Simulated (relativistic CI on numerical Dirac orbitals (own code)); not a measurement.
# One change at a time: Al⁺

Base calculation: Dirac-Coulomb-Breit CI, separate exchange-only KLI orbitals for each configuration, QED by a radiative potential, valence Slater integrals scaled by 0.85, P86 correlation energy added to each configuration.

Configuration list (outside the closed core [Ne]): 3s², 3s3p, 3p², 3s4s, 3s3d, 3s4p, 3s5s, 3s4d, 3s4f, 3d², 3p4s, 3p3d, 3s5p, 3s6s, 3s5d, 3s5f, 3s5g, 3s6p, 4s², 3s6d, 3d4s. Levels of other configurations are missing.

The lowest level and the first level of each name with at least 55 % of one term (blank where a level has no safe partner in the second run):

```
    Level  Base (cm⁻¹)  Shift (cm⁻¹)
  3s² ¹S0          0.0           0.0
3s3p ³P°0      35585.0        +274.9
3s3p ³P°1      35641.5        +276.5
3s3p ³P°2      35756.6        +279.5
3s3p ¹P°1      58222.5       +3610.4
  3p² ¹D2      84679.6        -589.6
 3s4s ³S1      91344.9       +1526.1
  3p² ³P0      92089.0        +787.0
  3p² ³P1      92147.6        +789.8
  3p² ³P2      92261.5        +787.0
 3s3d ³D3      95122.0       +1476.1
 3s3d ³D2      95123.8       +1476.0
 3s3d ³D1      95125.3       +1476.0
 3s4s ¹S0      95650.4       +2336.0
3s4p ³P°0     105268.9       +1561.8
3s4p ³P°1     105283.0       +1561.9
3s4p ³P°2     105312.3       +1561.8
3s4p ¹P°1     107449.1       +1622.6
  3p² ¹S0     111327.7       +4038.6
 3s5s ³S1     120434.9       +1665.8
 3s4d ³D3     121281.5       +1620.6
 3s4d ³D2     121282.7       +1620.7
```

For a near-neutral ion this model can misplace configurations by up to about 10,000 cm⁻¹ (more where the count of f electrons changes) and terms by 10 to 25 % of their spread. Rates follow the energies as ν³ (E1, M1) or ν⁵ (E2), so they and the lifetimes can be off by large factors. The fine structure of a lone outer electron comes out too small, for d and f at times inverted, and misplaced configurations move strength between like terms. 28 of the 29 excited levels that our extract of the measured tables holds in this range could be paired (the sources list more); they are missed by 1029 cm⁻¹ on average and 2218 at most, and levels without a partner can miss by more.

**Question.** One thing was changed in a second run, which moved the levels as shown. Which?
A. valence Slater integrals scaled by 0.75
B. Breit term removed
C. Slater integrals left unscaled
D. QED terms removed
E. configuration mixing switched off

**Answer.** C. Slater integrals left unscaled. Scaling acts on the splittings between terms and on the mixing, and leaves the fine structure of pure LS terms nearly alone; in jj coupling it moves the levels of one term differently.

LS names give the leading component of a level, which can be under half, so a name can repeat, a term be missing and a line seem to break the LS rules.
